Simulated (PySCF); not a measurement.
# Excitation energy of Mn by level of theory

Mn [Ar] 3d5 4s2 (6S) → Mn [Ar] 3d6 4s1 (6D), as a difference of total energies. Calculation: PySCF 2.14, in aug-cc-pwCVTZ-DK; the spin-free X2C one-electron Hamiltonian (Gaussian nucleus). Correlated levels: valence: [Ar] frozen; valence and next inner shell: [Ne] frozen; nothing frozen. The calculations carry no spin-orbit coupling.

```json
{"method": "UHF", "excitation energy (eV)": "3.385"}
{"method": "LDA", "excitation energy (eV)": "1.185"}
{"method": "PBE", "excitation energy (eV)": "1.060"}
{"method": "PBE0", "excitation energy (eV)": "1.578"}
{"method": "r2SCAN", "excitation energy (eV)": "1.409"}
{"method": "M06-L", "excitation energy (eV)": "2.230"}
{"method": "wB97X-V", "excitation energy (eV)": "1.742"}
{"method": "wB97M-V", "excitation energy (eV)": "2.033"}
{"method": "MP2 (valence)", "excitation energy (eV)": "2.199"}
{"method": "SCS-MP2 (valence)", "excitation energy (eV)": "2.162"}
{"method": "MP2 (valence and next inner shell)", "excitation energy (eV)": "1.804"}
{"method": "SCS-MP2 (valence and next inner shell)", "excitation energy (eV)": "1.942"}
{"method": "MP2 (all electrons)", "excitation energy (eV)": "1.797"}
{"method": "SCS-MP2 (all electrons)", "excitation energy (eV)": "1.943"}
```

Errors of the correlated levels include the incompleteness of this basis and the frozen core.

Which method comes closest to the reference value, and which is furthest?

The reference is 2.145 eV (measured; NIST levels, between the centres of gravity of the two terms). Closest: SCS-MP2 (valence) (error 0.017 eV); furthest: UHF (error 1.240 eV).
